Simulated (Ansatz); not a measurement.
Cartesian coordinates (Å):
SMILES: CC#CF
```xyz
7

C     -0.9059     0.3660     0.0660
C      0.4329    -0.1787    -0.0807
C      1.5328    -0.6273    -0.2018
F      2.7085    -1.1075    -0.3317
H     -0.9762     0.9945     0.9565
H     -1.1760     0.9756    -0.7991
H     -1.6441    -0.4336     0.1586
```
Charge 0, multiplicity 1.

Computed with frozen-core CCSD(T)/cc-pVTZ // PBE0-D3(BJ)/def2-TZVP in Ansatz (a program for electronic structure).

```yaml
HF energy: -214.77012 Ha
MP2 correlation energy: -0.72181 Ha
```

Estimate the CCSD correlation energy, the (T) correction, the total energy and the T1 diagnostic.


| Quantity | Result |
|---|---|
| CCSD correlation energy | -0.73870 Ha |
| (T) correction | -0.03115 Ha |
| CCSD(T) total energy | -215.53996 Ha |
| T1 diagnostic | 0.012 |
